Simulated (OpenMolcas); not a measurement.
**W⁴⁺: CASPT2 settings compared**

```json
{"Program": "OpenMolcas", "Basis": "ANO-RCC-VQZP [9s8p6d4f3g2h]", "Scalar Hamiltonian": "DKH3, point nucleus", "Active space": "2 electrons in 5 orbitals (5d)", "State averaging": "2S+1 = 3 even, 10 roots; 2S+1 = 1 even, 15 roots", "Spin-orbit coupling": "RASSI with atomic mean-field integrals over the reference wave functions, term energies averaged over their components"}
```

Methods on the same reference wave functions:
A. CASSCF
B. SS-CASPT2, IPEA 0.4 Eh, real shift 0.4 Eh (closed shells correlated: 5s 5p)
C. SS-CASPT2, IPEA 0.2 Eh, sigma2 regulariser 0.5 Eh (closed shells correlated: 5s 5p)
D. SS-CASPT2, IPEA 0.1 Eh, imaginary shift 0.15 Eh (closed shells correlated: 5s 5p)

Energies in eV above 5d² ³F₂, the measured ground level; measured values from the list in J. Phys. B 45, 065001 (2012).

| Level | A | B | C | D | Measured |
| --- | --- | --- | --- | --- | --- |
| 5d² ³F₂ | 0.0000 | 0.0000 | 0.0000 | 0.0000 | 0.0000 |
| 5d² ³F₃ | 0.7527 | 0.786 | 0.784 | 0.793 |  |
| 5d² ³F₄ | 1.4336 | 1.445 | 1.444 | 1.454 | 1.4282 |
| 5d² ³P₀ | 1.8444 | 1.676 | 1.650 | 1.647 | 1.5918 |
| 5d² ¹D₂ [54 %] | 1.9896 | 1.748 | 1.752 | 1.703 |  |
| 5d² ³P₁ | 2.2571 | 2.128 | 2.103 | 2.100 | 2.0247 |
| 5d² ¹G₄ | 3.0670 | 2.827 | 2.831 | 2.846 | 2.7705 |
| 5d² ³P₂ [60 %] | 3.0985 | 2.896 | 2.886 | 2.859 | 2.8040 |
| 5d² ¹S₀ | 6.2205 | 5.460 | 5.428 | 5.419 | 5.3450 |

Deviations, from unrounded energies. A percentage is the sum of absolute deviations over the sum of measured energies, with the sign that they share, or ± where signs differ.

```csv
Against measurement,Levels,A,B,C,D
mean absolute deviation (cm-1),6,2600,630,510,480
fine structure of the ground term (%),1,+0.4,+1.2,+1.1,+1.8
other terms of the ground configuration (%),5,+13.4,+3.1,+2.5,+2.3
```

C, D lie about equally close to measurement and A furthest from it. The largest miss of D in the table is 5d² ¹G₄, by +610 cm-1. The ranking rests on the paired levels alone, and a cruder setting can come out closer through cancelling errors.

Among B to D the level of the table that moves most is 5d² ¹D₂ [54 %], by 390 cm-1 (lowest in D, highest in C). Moves below CASPT2's spread within the term are not significant.

The mean deviations of B to D differ by less than CASPT2's widest spread within a term (710 cm-1), so their order carries little weight.

From A to B the spin-free energies of the other terms of 5d² shown, above ³F, scale by factors of 0.71 to 0.89, as is usual when dynamic correlation screens the repulsion within a d or f shell.

The lowest spin-free term lies below A's lowest term by 0.238 hartree in B, 0.242 hartree in C, 0.244 hartree in D.

CASPT2 breaks the degeneracy within a term, and the mean is taken; among the terms shown or strongly mixed into the levels shown the widest spread is 710 cm-1 (5d² ¹G, D). Without dynamic correlation excited terms often stand tens of per cent too high (terms of higher spin than the ground term too low), and those without a measured partner can miss by more than the paired ones (holds for A). Measured partners are found by configuration, term and J. A level has none where our copy of the source lacks it or the pairing is in doubt (some pairs that miss far off the trend of their configuration count as doubtful), and it then counts in no deviation. Only configurations of the active space appear.

A share in square brackets marks a mixed level and gives the weight of the term that names it, the lowest over the columns.
